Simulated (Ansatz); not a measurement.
Ideal-gas functions of CH2FNOSi, SMILES `O[Si]1(F)C=N1` at 600 K and 1 bar, from an Ansatz frequency run at PBE0-D4/def2-TZVP.

Molar mass 91.12 g/mol, point group C1 (symmetry number 1), electronic degeneracy 1, moments of inertia 73.124, 118.695, 166.369 u Å². Harmonic wavenumbers (cm⁻¹, unscaled): 223, 274, 313, 329, 331, 704, 786, 826, 846, 1012, 1038, 1233, 1501, 3095, 3920.

Use S(trans) = R[1.5 ln M + 2.5 ln T − 1.1517]; rotational temperatures θ = 24.2544 K / I; S(rot) = R[ln(√π/σ · √(T³/θAθBθC)) + 1.5]; for each mode x = 1.438777 ν̃/T, S = R[x/(eˣ − 1) − ln(1 − e⁻ˣ)] and H = RT x/(eˣ − 1); 1 cm⁻¹ = 0.0119627 kJ/mol; R = 8.31446 J/(mol·K).

**Question.** By hand: the entropy, in J/(mol·K).

**Answer.** Translation 179.7. Rotation: θ = 0.3317, 0.2043, 0.1458 K, giving 116.2. Vibration, mode by mode: 13.62, 11.95, 10.89, 10.50, 10.45, 4.88, 4.18, 3.87, 3.73, 2.72, 2.59, 1.79, 1.07, 0.04, 0.01, in all 82.3. Electronic 0.0. Sum 378.2 J/(mol·K).

**Question.** By hand: H − E and G − E in kJ/mol, counted from the electronic energy.

**Answer.** Zero-point energy ½ × 16431 × 0.0119627 = 98.3; thermal vibration 27.5; translation, rotation and pV give 4 RT = 20.0. H − E = 145.8 kJ/mol, and G − E = 145.8 − 600 × 378.2/1000 = -81.1 kJ/mol.

Vibration gives 22 % of the entropy. The sum counts one conformer and one mirror image; others add a mixing term.
